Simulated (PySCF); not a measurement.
Bond curve of GaF

Set-up: basis Ga cc-pVDZ-PP with ECP10, F cc-pVDZ; scalar-relativistic core potentials; PySCF 2.14. Energies in eV from Ga + F in their ground configurations at the same level. State: ¹Σ⁺ (singlet), closed shell.

All columns are r²SCAN. A positive dipole means Ga(−)F(+).

```json
{"R (Å)": "1.554", "E (eV)": "-4.900", "μ (D)": "-0.78", "Mulliken charge on Ga (basis-dependent)": "0.38", "HOMO (eV)": "-6.58", "LUMO (eV)": "-1.43", "Mayer bond order": "1.08", "⟨S²⟩": "0.00"}
{"R (Å)": "1.626", "E (eV)": "-5.490", "μ (D)": "-1.16", "Mulliken charge on Ga (basis-dependent)": "0.38", "HOMO (eV)": "-6.73", "LUMO (eV)": "-1.54", "Mayer bond order": "1.08", "⟨S²⟩": "0.00"}
{"R (Å)": "1.699", "E (eV)": "-5.807", "μ (D)": "-1.55", "Mulliken charge on Ga (basis-dependent)": "0.38", "HOMO (eV)": "-6.85", "LUMO (eV)": "-1.66", "Mayer bond order": "1.08", "⟨S²⟩": "0.00"}
{"R (Å)": "1.753", "E (eV)": "-5.915", "μ (D)": "-1.83", "Mulliken charge on Ga (basis-dependent)": "0.39", "HOMO (eV)": "-6.93", "LUMO (eV)": "-1.74", "Mayer bond order": "1.07", "⟨S²⟩": "0.00"}
{"R (Å)": "1.807", "E (eV)": "-5.940", "μ (D)": "-2.12", "Mulliken charge on Ga (basis-dependent)": "0.40", "HOMO (eV)": "-6.99", "LUMO (eV)": "-1.82", "Mayer bond order": "1.06", "⟨S²⟩": "0.00"}
{"R (Å)": "1.861", "E (eV)": "-5.902", "μ (D)": "-2.41", "Mulliken charge on Ga (basis-dependent)": "0.40", "HOMO (eV)": "-7.03", "LUMO (eV)": "-1.90", "Mayer bond order": "1.05", "⟨S²⟩": "0.00"}
{"R (Å)": "1.933", "E (eV)": "-5.778", "μ (D)": "-2.78", "Mulliken charge on Ga (basis-dependent)": "0.41", "HOMO (eV)": "-7.04", "LUMO (eV)": "-2.01", "Mayer bond order": "1.04", "⟨S²⟩": "0.00"}
{"R (Å)": "2.024", "E (eV)": "-5.544", "μ (D)": "-3.25", "Mulliken charge on Ga (basis-dependent)": "0.43", "HOMO (eV)": "-7.00", "LUMO (eV)": "-2.15", "Mayer bond order": "1.01", "⟨S²⟩": "0.00"}
{"R (Å)": "2.132", "E (eV)": "-5.196", "μ (D)": "-3.80", "Mulliken charge on Ga (basis-dependent)": "0.45", "HOMO (eV)": "-6.85", "LUMO (eV)": "-2.31", "Mayer bond order": "0.99", "⟨S²⟩": "0.00"}
{"R (Å)": "2.277", "E (eV)": "-4.687", "μ (D)": "-4.49", "Mulliken charge on Ga (basis-dependent)": "0.46", "HOMO (eV)": "-6.29", "LUMO (eV)": "-2.52", "Mayer bond order": "0.96", "⟨S²⟩": "0.00"}
```

A fit through these points gives, at Re = 1.799 Å, μ = -2.08 D and dμ/dR = -5.29 D/Å; the reduced mass is 14.89 u.

Problem. How strong is the fundamental in the double-harmonic approximation, I = 42.26·(dμ/dR)²/μred km/mol?

Solution. I = 42.26·(-5.29)²/14.89 = 79.4 km/mol at r²SCAN.
